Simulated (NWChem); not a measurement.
System meant: MoNH2SOCl; SMILES [NH]=[Mo]([SH])([Cl])=[O]

NWChem input:

```
start job
memory heap 200 mb stack 900 mb global 1100 mb
geometry units angstroms noautoz
  Mo    -0.256108    -0.002069    -0.009767
  O     -1.264351    -0.000671     1.314775
  N     -1.189941     0.038750    -1.452033
  H     -2.134611     0.039296    -1.839867
  Cl     1.049955    -1.872270    -0.032627
  S      0.966283     1.988004     0.044647
  H      0.995779     2.159072    -1.296316
end
basis spherical
  * library def2-svp
end
dft
  xc xpbe96 cpbe96
  iterations 150
  mulliken
end
task dft energy
```

End of the output:

```
             Northwest Computational Chemistry Package (NWChem) 7.3.0
             --------------------------------------------------------

 C1  symmetry detected

                             Geometry "geometry" -> ""
                             -------------------------

 Output coordinates in angstroms (scale by  1.889725989 to convert to a.u.)

  No.       Tag          Charge          X              Y              Z
 ---- ---------------- ---------- -------------- -------------- --------------
    1 Mo                  42.0000    -0.28902417    -0.01440299     0.02704446
    2 O                    8.0000    -1.27889712     0.04147393     1.36420440
    3 N                    7.0000    -1.23867885     0.05935726    -1.40353475
    4 H                    1.0000    -2.18730451     0.10028311    -1.77936896
    5 Cl                  17.0000     0.93048284    -1.94212141     0.00098140
    6 S                   16.0000     1.02295397     1.91839096     0.05178472
    7 H                    1.0000     1.04277675     2.07915871    -1.29062983

 Effective nuclear repulsion energy (a.u.)     679.7618436858

  pbe96 is a nonlocal functional; adding pw91lda local functional.

                                 NWChem DFT Module
                                 -----------------

 Summary of "ao basis" -> "ao basis" (spherical)
 ------------------------------------------------------------------------------
       Tag                 Description            Shells   Functions and Types
 ---------------- ------------------------------  ------  ---------------------
 Mo                         def2-svp                11       31   5s3p2d1f
 O                          def2-svp                 6       14   3s2p1d
 N                          def2-svp                 6       14   3s2p1d
 H                          def2-svp                 3        5   2s1p
 Cl                         def2-svp                 8       18   4s3p1d
 S                          def2-svp                 8       18   4s3p1d

            General Information
            -------------------
          SCF calculation type: DFT
          Wavefunction type:  closed shell.
          No. of atoms     :     7
          No. of electrons :    92
           Alpha electrons :    46
            Beta electrons :    46
          Charge           :     0
          Spin multiplicity:     1
          Use of symmetry is: off; symmetry adaption is: off
          Maximum number of iterations: 150
          AO basis - number of functions:   105
                     number of shells:    45
          Convergence on energy requested:  1.00D-06
          Convergence on density requested:  1.00D-05
          Convergence on gradient requested:  5.00D-04

              XC Information
              --------------
          PerdewBurkeErnzerhof Exchange Functional  1.000
            Perdew 1991 LDA Correlation Functional  1.000 local
           PerdewBurkeErnz. Correlation Functional  1.000 non-local

             Grid Information
             ----------------
          Grid used for XC integration:  medium
          Radial quadrature: Mura-Knowles
          Angular quadrature: Lebedev.
          Tag              B.-S. Rad. Rad. Pts. Rad. Cut. Ang. Pts.
          ---              ---------- --------- --------- ---------
          Mo                  1.45      123          10.0       590
          O                   0.60       49          11.0       434
          N                   0.65       49           9.0       434
          H                   0.35       45          11.0       434
          Cl                  1.00       88          11.0       590
          S                   1.00       88          11.0       590
          Grid pruning is: on
          Number of quadrature shells:   487
          Spatial weights used:  Erf1

      Superposition of Atomic Density Guess
      -------------------------------------

 Sum of atomic energies:       -1770.93156834

      Non-variational initial energy
      ------------------------------

 Total energy =   -1779.308946
 1-e energy   =   -3761.283085
 2-e energy   =    1302.212296
 HOMO         =      -1.265349
 LUMO         =      -1.187285

     ---------------------------------------------
      Total Density - Mulliken Population Analysis
     ---------------------------------------------

    Atom       Charge   Shell Charges
 -----------   ------   -------------------------------------------------------
    1 Mo  42    49.31   2.00  2.02  2.04  2.35 -0.41  6.06  8.69 -0.28 10.43  2.19 14.22
    2 O    8     9.58   1.99  1.26  0.65  4.17  1.38  0.13
    3 N    7     8.71   1.99  1.20  0.38  3.99  0.97  0.18
    4 H    1     0.26   0.22  0.01  0.02
    5 Cl  17    12.54   2.00  1.99  0.82  0.74  5.91  0.80  0.17  0.11
    6 S   16    11.61   2.00  1.99  0.86  0.68  5.91  0.50 -0.39  0.05
    7 H    1    -0.00   0.13 -0.13  0.00

[...]
```

Question: What is wrong, and how is it mended?

Answer: The run ends normally but its numbers are meaningless: the def2 basis of a heavy element holds valence functions alone and wants its effective core potential (without it all electrons must fit into that basis). This input runs:
```
start job
memory heap 200 mb stack 900 mb global 1100 mb
geometry units angstroms noautoz
  Mo    -0.256108    -0.002069    -0.009767
  O     -1.264351    -0.000671     1.314775
  N     -1.189941     0.038750    -1.452033
  H     -2.134611     0.039296    -1.839867
  Cl     1.049955    -1.872270    -0.032627
  S      0.966283     1.988004     0.044647
  H      0.995779     2.159072    -1.296316
end
basis spherical
  * library def2-svp
end
ecp
  Mo library def2-ecp
end
dft
  xc xpbe96 cpbe96
  iterations 150
  mulliken
end
task dft energy
```
It converges to -1057.10458 Ha (PBE/def2-SVP with def2 effective core potentials on Mo). The faulty run gave -1823.509 Ha, with all electrons squeezed into the valence basis.
